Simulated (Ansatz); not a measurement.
C$_{2}$H$_{8}$O$_{2}$Si, SMILES `OCC[SiH2]O`. Charge 0, multiplicity 1. Geometry: relaxed with PBE0-D4/def2-TZVP. It is one conformer, not always the lowest.

```xyz
13

O    -0.184    0.129    1.674
C    -0.491   -0.945    0.788
C     0.373   -0.799   -0.448
Si    0.219    0.897   -1.243
O     0.798    2.069   -0.244
H    -0.748    0.065    2.448
H    -0.305   -1.904    1.287
H    -1.552   -0.911    0.508
H     0.085   -1.562   -1.179
H     1.423   -0.981   -0.195
H    -1.222    1.113   -1.573
H     1.007    0.961   -2.500
H     0.598    1.867    0.677
```

(1) What is the dipole moment at B3LYP/def2-TZVPP? (Best estimate.)

(2) And with PBE, r2SCAN, ωB97M-V? (Estimate.)

(3) Give the Mulliken charges with B3LYP, PBE, ωB97M-V in def2-TZVPP. (Estimate.)

## Answers

(1) The calculation gave: 3.53 D, with components (-1.55, -2.59, 1.84) D in this frame, pointing from negative to positive charge.

(2) The calculation gave: PBE 3.44 D, r2SCAN 3.49 D, ωB97M-V 3.54 D.

(3) Computed: 
```
atom  B3LYP    PBE  ωB97M-V
  O1  -0.37  -0.33    -0.35
  C2  -0.01  -0.03    -0.06
  C3  -0.24  -0.23    -0.33
 Si4   0.54   0.45     0.47
  O5  -0.42  -0.38    -0.41
  H6   0.18   0.19     0.17
  H7   0.09   0.09     0.12
  H8   0.09   0.09     0.12
  H9   0.07   0.08     0.10
 H10   0.09   0.09     0.12
 H11  -0.13  -0.12    -0.08
 H12  -0.10  -0.09    -0.05
 H13   0.20   0.20     0.20
```

B3LYP here is the variant with VWN-RPA as its local correlation; programs differ in this.
